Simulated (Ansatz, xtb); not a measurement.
# C2H9B2Ga: which of two isomers lies lower

We compare a, `B[CH2][GaH][CH2]B`, a singlet, with b, `B[CH](B)[GaH][CH3]`, a singlet. Both are isolated molecules in the gas phase, relaxed with B3LYP/def2-SVP, each in the lowest conformer that the search found.

Quicker runs give these differences E(b) − E(a): GFN2-xTB −0.058 eV; HF/STO-3G −0.192 eV (at GFN2-xTB geometries); r2SCAN-D4/def2-SVP −0.166 eV (at GFN2-xTB geometries).

Question: Estimate E(b) − E(a) at the level CCSD(T)/def2-SVP + ΔMP2/def2-TZVPP.

Answer: Calculated at CCSD(T)/def2-SVP + ΔMP2/def2-TZVPP: E(b) − E(a) = −0.206 eV, so structure b lies lower.

How the difference moves with the method:

```json
{"level": "GFN2-xTB", "geometry": "GFN2-xTB", "E(b) − E(a) (eV)": "−0.058", "departure from the last row (eV)": "+0.149", "job, with rough time for the two": "optimisation, 0.72 s"}
{"level": "HF/STO-3G", "geometry": "GFN2-xTB", "E(b) − E(a) (eV)": "−0.192", "departure from the last row (eV)": "+0.015", "job, with rough time for the two": "single point, 1.3 s"}
{"level": "r2SCAN-D4/def2-SVP", "geometry": "GFN2-xTB", "E(b) − E(a) (eV)": "−0.166", "departure from the last row (eV)": "+0.041", "job, with rough time for the two": "single point, 3.7 s"}
{"level": "B3LYP/def2-SVP", "geometry": "B3LYP/def2-SVP", "E(b) − E(a) (eV)": "−0.126", "departure from the last row (eV)": "+0.080", "job, with rough time for the two": "optimisation, 91 s"}
{"level": "HF/def2-SVP", "geometry": "B3LYP/def2-SVP", "E(b) − E(a) (eV)": "−0.094", "departure from the last row (eV)": "+0.112", "job, with rough time for the two": "part of the CCSD(T) run"}
{"level": "MP2/def2-SVP", "geometry": "B3LYP/def2-SVP", "E(b) − E(a) (eV)": "−0.201", "departure from the last row (eV)": "+0.005", "job, with rough time for the two": "part of the CCSD(T) run"}
{"level": "CCSD(T)/def2-SVP", "geometry": "B3LYP/def2-SVP", "E(b) − E(a) (eV)": "−0.196", "departure from the last row (eV)": "+0.011", "job, with rough time for the two": "single point"}
{"level": "CCSD(T)/def2-SVP + ΔMP2/def2-TZVPP", "geometry": "B3LYP/def2-SVP", "E(b) − E(a) (eV)": "−0.206", "departure from the last row (eV)": "", "job, with rough time for the two": "single point, 38 s"}
```

As drawn, both hold the same kinds of bond in the same numbers. Structure a has 0 methyl groups, b 1.

The levels shown agree on the order. The largest departure from CCSD(T)/def2-SVP + ΔMP2/def2-TZVPP is that of GFN2-xTB, 0.149 eV. The last row adds to CCSD(T) the change of the MP2 difference between the two basis sets, here −0.011 eV.

With thermal terms from frequencies at re-optimised GFN2-xTB minima (ideal gas, soft modes damped towards free rotors, one conformer each, 298.15 K, 1 atm): the zero-point term adds −0.001 eV; ΔH is −0.201 and ΔG −0.232 eV.

The correlated steps freeze 13 core orbitals; the filled d shell of Ga is correlated, in a basis made for valence electrons. Run with Ansatz 0.2.0, xtb 6.7.1; the last row on 2 threads of Intel(R) Xeon(R) 6975P-C (Granite Rapids) on a shared host.
